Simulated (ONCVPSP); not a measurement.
**An all-electron radial function and its pseudo partner (ruthenium (Ru))**

Columns: radius, all-electron u(r) and pseudo u(r) of the 4p shell (level -49.93 eV) of ruthenium in the configuration [Ar] 3d10 4s2 4p6 4d7 5s0.5; PBEsol, scalar-relativistic, ONCV scheme, ONCVPSP 4.0.1.

```
r (bohr)  all-electron  pseudo
   0.103        0.2968  0.0305
   0.205       -0.3392  0.1168
   0.308       -0.5670  0.2492
   0.410       -0.3199  0.4086
   0.513        0.1050  0.5785
   0.615        0.5025  0.7364
   0.718        0.8003  0.8690
   0.820        0.9796  0.9623
   0.923        1.0607  1.0131
   1.025        1.0668  1.0208
   1.128        1.0227  0.9909
   1.230        0.9492  0.9321
   1.332        0.8608  0.8540
   1.435        0.7663  0.7647
   1.538        0.6733  0.6731
   1.640        0.5864  0.5863
   1.743        0.5059  0.5058
   1.845        0.4344  0.4344
   1.948        0.3706  0.3706
   2.050        0.3154  0.3153
   2.153        0.2670  0.2670
   2.255        0.2258  0.2258
   2.358        0.1902  0.1902
   2.460        0.1602  0.1602
   2.562        0.1346  0.1346
   2.665        0.1128  0.1128
```

(1) How many radial nodes do the two functions have?

(2) At about which radius was the pseudo-wave matched?

(3) Is the pseudo-wave norm-conserving?

Results:

(1) The all-electron 4p function has n − l − 1 = 2; the pseudo-wave has 0, since the states of the same l below it are removed with the core.

(2) 1.60 bohr, where the columns begin to agree (steps of 0.10 bohr).

(3) Yes: the ONCV scheme keeps the norm inside the radius equal to the all-electron one, which fixes the energy derivative of the logarithmic derivative at the level.
